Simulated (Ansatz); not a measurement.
Isolated molecules relaxed with PBE0-D4/def2-TZVP in Ansatz; ΔE leaves out vibrations. CCSD(T)/CBS adds triple-zeta CCSD(T) − MP2 to the extrapolated MP2 energy (def2 sets, frozen cores). DFT in def2-TZVPP. B3LYP here is the variant with VWN-RPA as its local correlation; programs differ in this. def2 core potentials past Kr. For Nb, Ta outer-core shells are correlated without core-valence functions, which leaves a few kJ/mol of doubt a bond. Each species was taken in one conformer, which may not be the lowest.

`[O]=[Ta]([OH])([F])[F]` + `[O]=[Nb]([OH])([Cl])[Cl]` → `[O]=[Ta]([OH])([OH])[F]` + `[O]=[Nb]([F])([Cl])[Cl]`  (redistribution)

| level | ΔE (kcal/mol) |
| --- | --- |
| revPBE-D4 | 2.1 |
| B97M-V | 2.1 |
| revPBE | 1.9 |
| PBE0 | 2.0 |
| B3LYP | 1.9 |
| r2SCANh | 2.0 |
| HF/def2-SVP | 2.8 |
| CCSD(T)/def2-SVP | 3.2 |

Q: What does CCSD(T)/CBS give? (An estimate is asked.)

A: Computed: +2.1 kcal/mol. The listed levels differ from it by 0.0, 0.0, -0.2, -0.1, -0.2, -0.1, 0.7, 1.1 kcal/mol.

Largest T1 diagnostic among the species: 0.021, so the coupled-cluster value is less sure than usual.

Leaving LDA and LC-ωPBE aside and taking each functional with its dispersion term where it has one, the values, not all of them listed here, spread over 0.3 kcal/mol, from ωB97X-V to PBE-QIDH. At CCSD(T), def2-SVP lies +1.1 kcal/mol from the extrapolated value and def2-TZVPP +0.1 kcal/mol.
